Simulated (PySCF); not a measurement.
**Polarisability and C₆ of Mg (magnesium, neutral)**

[Ne] 3s2, closed-shell 1S. Computed with PySCF 2.14 in x2c-TZVPPall with one added diffuse shell each of s, p, d type (6s5p4d, 41 functions), with scalar relativity by spin-free X2C-1e. Coupled (time-dependent) response in atomic units; α is the mean over directions.

```json
{"method": "UHF", "mean α (bohr³)": "80.60", "C₆ (like pair)": "753.9", "S(−4)": "3464"}
{"method": "PBE", "mean α (bohr³)": "73.31", "C₆ (like pair)": "649.6", "S(−4)": "2924"}
{"method": "PBE0", "mean α (bohr³)": "74.46", "C₆ (like pair)": "667.7", "S(−4)": "2976"}
{"method": "BLYP", "mean α (bohr³)": "70.90", "C₆ (like pair)": "614.4", "S(−4)": "2784"}
{"method": "BHandHLYP", "mean α (bohr³)": "72.68", "C₆ (like pair)": "642.5", "S(−4)": "2852"}
```

S(−4) is the Cauchy moment in α(ω) = α(0) + S(−4) ω² + …

Reference α: 71.2 ± 0.4 bohr³ (recommended; Schwerdtfeger and Nagle, table of static dipole polarizabilities (2023 update)). Published C₆: 626.0 (Chu and Dalgarno (2004); Tang, Norbeck and Certain (1976)).

Hartree-Fock lies above the reference because it lacks correlation, which contracts the outer shell.

α(iu) at PBE0:

```json
{"u (hartree)": "0", "α(iu) (bohr³)": "74.46"}
{"u (hartree)": "0.0500", "α(iu) (bohr³)": "67.71"}
{"u (hartree)": "0.100", "α(iu) (bohr³)": "53.33"}
{"u (hartree)": "0.200", "α(iu) (bohr³)": "29.12"}
{"u (hartree)": "0.300", "α(iu) (bohr³)": "16.76"}
{"u (hartree)": "0.500", "α(iu) (bohr³)": "7.296"}
{"u (hartree)": "0.750", "α(iu) (bohr³)": "3.620"}
{"u (hartree)": "1.00", "α(iu) (bohr³)": "2.218"}
{"u (hartree)": "1.50", "α(iu) (bohr³)": "1.151"}
{"u (hartree)": "2.00", "α(iu) (bohr³)": "0.7445"}
{"u (hartree)": "3.00", "α(iu) (bohr³)": "0.4160"}
{"u (hartree)": "5.00", "α(iu) (bohr³)": "0.2059"}
```
